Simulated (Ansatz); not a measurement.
Sr₃S₄. Total charge 0; singlet. Geometry PBE-D4/def2-SVP, basis def2-TZVP, Ansatz.

```xyz
7

Sr   -2.048   -0.024    1.043
Sr    1.813    2.260    1.018
Sr    1.007   -1.278   -1.629
S    -1.040   -2.471   -0.034
S    -1.845   -1.116   -1.589
S    -0.641    2.011    2.078
S     2.753    0.618   -0.887
```

```json
{"run": "A", "HOMO (eV)": "-6.18", "LUMO (eV)": "-1.01"}
{"run": "B", "HOMO (eV)": "-4.20", "LUMO (eV)": "-1.99"}
{"run": "C", "HOMO (eV)": "-4.38", "LUMO (eV)": "-2.00"}
{"run": "D", "HOMO (eV)": "-4.54", "LUMO (eV)": "-1.51"}
{"run": "E", "HOMO (eV)": "-5.35", "LUMO (eV)": "-1.41"}
{"run": "F", "HOMO (eV)": "-7.39", "LUMO (eV)": "-0.62"}
```

In the def2 sets Sr takes a core potential; there is no spin–orbit coupling. Another isomer (singlet) lies 0.34 eV lower at PBE0-D4/def2-TZVP; other spin states weren't run for this one.

Question: The runs used BHLYP, BLYP, PBE, PBE0, r2SCAN, ωB97M-V. Estimate which is which.

Answer: A BHLYP (50 % exact exchange); B BLYP (0 % exact exchange); C PBE (0 % exact exchange); D r2SCAN (0 % exact exchange); E PBE0 (25 % exact exchange); F ωB97M-V (range-separated). Exact exchange lowers occupied and raises empty levels; among semilocal functionals meta-GGAs tend to open the gap a little, and such runs are hard to tell apart. The gap grows from 2.21 eV (BLYP) to 6.77 eV (ωB97M-V).
